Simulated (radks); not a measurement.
All-electron atom: La26+ in [Ar] 3d10 4s2 4p1. Method: non-relativistic Kohn-Sham, LDA (Slater exchange, Perdew-Wang correlation), spin-unpolarised, spherical densities, point nucleus; relativity is left out, which matters for an element this heavy; computed with a radial shooting solver on a logarithmic mesh with Libxc functionals.

Normalised radial functions P(r) = r R(r), r in bohr:

r,3s,3p,4s
0.0008839,0.1067,0.0016,0.0589
0.0009966,0.1196,0.0020,0.0659
0.001124,0.1338,0.0026,0.0738
0.001277,0.1508,0.0033,0.0831
0.00144,0.1684,0.0042,0.0929
0.001624,0.1878,0.0052,0.1036
0.001831,0.2092,0.0066,0.1154
0.002081,0.2343,0.0085,0.1292
0.002346,0.2601,0.0107,0.1434
0.002645,0.2881,0.0135,0.1589
0.002982,0.3183,0.0170,0.1756
0.003389,0.3531,0.0217,0.1947
0.003821,0.3878,0.0273,0.2139
0.004309,0.4245,0.0342,0.2340
0.004858,0.4627,0.0428,0.2551
0.005521,0.5046,0.0543,0.2782
0.006225,0.5442,0.0676,0.3000
0.007019,0.5832,0.0841,0.3214
0.007914,0.6204,0.1041,0.3418
0.008995,0.6561,0.1304,0.3614
0.01014,0.6840,0.1604,0.3766
0.01143,0.7041,0.1964,0.3874
0.01289,0.7136,0.2394,0.3924
0.01454,0.7096,0.2902,0.3898
0.01652,0.6865,0.3538,0.3765
0.01863,0.6435,0.4229,0.3521
0.021,0.5764,0.5014,0.3143
0.02368,0.4822,0.5890,0.2613
0.02691,0.3495,0.6912,0.1870
0.03035,0.1942,0.7927,0.1002
0.03421,0.0107,0.8962,-0.0021
0.03858,-0.1965,0.9962,-0.1173
0.04384,-0.4346,1.0909,-0.2489
0.04943,-0.6608,1.1587,-0.3728
0.05574,-0.8729,1.1948,-0.4871
0.06284,-1.0502,1.1869,-0.5796
0.07142,-1.1748,1.1158,-0.6390
0.08053,-1.2063,0.9786,-0.6430
0.0908,-1.1341,0.7654,-0.5853
0.1024,-0.9447,0.4745,-0.4586
0.1164,-0.6113,0.0861,-0.2488
0.1312,-0.1897,-0.3333,0.0056
0.1479,0.3064,-0.7781,0.2914
0.1668,0.8307,-1.2119,0.5725
0.188,1.3265,-1.5934,0.8042
0.2137,1.7577,-1.8973,0.9445
0.241,2.0182,-2.0523,0.9340
0.2717,2.1096,-2.0656,0.7637
0.3063,2.0298,-1.9414,0.4382
0.3482,1.7855,-1.6849,-0.0393
0.3925,1.4583,-1.3708,-0.5407
0.4426,1.0964,-1.0339,-1.0096
0.499,0.7547,-0.7186,-1.3643
0.5672,0.4559,-0.4416,-1.5503
0.6395,0.2549,-0.2524,-1.5241
0.721,0.1267,-0.1290,-1.3316
0.8129,0.0553,-0.0583,-1.0367
0.9239,0.0194,-0.0214,-0.6962
1.042,0.0061,-0.0071,-0.4207
1.175,0.0016,-0.0020,-0.2217
1.324,0.0003,-0.0004,-0.1006
1.505,0.0001,-0.0001,-0.0360
1.697,0.0000,0.0000,-0.0114
1.913,0.0000,0.0000,-0.0029

3s: eigenvalue -1996.4 eV, 2 radial nodes at r = 0.0344, 0.138 bohr, <r> = 0.296 bohr, 90 % of the charge inside 0.431 bohr. 3p: eigenvalue -1864.2 eV, 1 radial node at r = 0.119 bohr, <r> = 0.285 bohr, 90 % of the charge inside 0.424 bohr. 4s: eigenvalue -913.66 eV, 3 radial nodes at r = 0.0341, 0.131, 0.345 bohr, <r> = 0.605 bohr, 90 % of the charge inside 0.853 bohr.
